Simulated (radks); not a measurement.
Values are calculated unless marked as measured or tabulated.
Ba3+, 53 electrons, occupied as [Kr] 4d10 5s2 5p5. Level of theory: Dirac Kohn-Sham, LDA (Slater exchange, Perdew-Wang correlation), spin-unpolarised, spherical densities, point nucleus; open shells are shared between the two j in proportion to 2j + 1 (a radial shooting solver on a logarithmic mesh with Libxc functionals).

Spin-orbit splittings of the eigenvalues, e(l+1/2) - e(l-1/2), with zeta = 2 splitting/(2l+1) and mean radii in bohr:

| shell | occ. | splitting (eV) | zeta (eV) | <r> j=l-1/2 | <r> j=l+1/2 |
|---|---|---|---|---|---|
| 2p | 6 | 381.3 | 254.2 | 0.09197 | 0.09796 |
| 3p | 6 | 73.66 | 49.11 | 0.2818 | 0.2938 |
| 3d | 10 | 15.72 | 6.288 | 0.2645 | 0.2683 |
| 4p | 6 | 15.50 | 10.33 | 0.6967 | 0.7242 |
| 4d | 10 | 2.637 | 1.055 | 0.7937 | 0.8037 |
| 5p | 5 | 2.354 | 1.570 | 1.782 | 1.852 |
